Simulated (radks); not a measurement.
Excited configurations of neutral tellurium: one electron is placed in a higher orbital outside [Kr] 4d10 5s2 5p3. The ground configuration is [Kr] 4d10 5s2 5p4. All-electron calculation, Dirac Kohn-Sham, PBE, spin-unpolarised, spherical densities, point nucleus; open shells fill j = l - 1/2 first. Program: a radial shooting solver on a logarithmic mesh with Libxc functionals. Excitation = E - E(ground); binding = E(ion) - E, where the ion is the core of charge +1; n* = 1/sqrt(2 binding) in atomic units, and the quantum defect is n - n*.

| outer orbital | excitation (eV) | binding (eV) | eigenvalue (eV) | <r> (bohr) |
|---|---|---|---|---|
| 4f5/2 | 8.437 | 0.915 | -0.432 | 17.18 |
| 5d3/2 | 7.360 | 1.992 | -0.636 | 7.596 |
| 5f5/2 | 8.717 | 0.635 | -0.366 | 28.98 |
| 6s1/2 | 5.947 | 3.405 | -1.883 | 6.406 |
| 6p1/2 | 7.036 | 2.316 | -1.234 | 8.442 |
| 6d3/2 | 8.126 | 1.226 | -0.658 | 15.03 |
| 7s1/2 | 7.711 | 1.641 | -0.997 | 13.35 |
| 7p1/2 | 8.084 | 1.267 | -0.753 | 16.53 |
| 7d3/2 | 8.573 | 0.779 | -0.473 | 25.83 |
| 7f5/2 | 9.003 | 0.348 | -0.229 | 61.06 |

The Delta-SCF ionisation energy is 9.352 eV (NIST Atomic Spectra Database: 9.010 eV, measured). Self-interaction in the functional shifts the binding energies and quantum defects, so they are the method's values and not measured ones. Spin polarisation and multiplet splitting are left out, so open shells lie too high by an amount that depends on their filling.

Beside tabulated values, note that spin-unpolarised runs miss the spin-polarisation part of the exchange energy of open shells.
